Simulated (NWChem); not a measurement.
System: WSCl3 cation; SMILES [S]=[W+]([Cl])([Cl])[Cl]

Program: NWChem. All runs use the structure optimised with PBE-D3(BJ)/def2-SVP. This spin state was assumed; another may lie lower. def2 effective core potentials on W; no spin-orbit coupling. Level M06-2X/def2-SVP: energy and gradient on several grids; changes count from the extra-fine grid, which is no exact limit either.

```
grid     size of the energy change (μHa)  largest change of a gradient component (μHa/bohr)
-------  -------------------------------  -------------------------------------------------
xcoarse                             2000                                                400
coarse                                30                                                100
medium                              < 10                                               < 30
fine                                < 10                                               < 30
xfine                               < 10                                               < 30
```
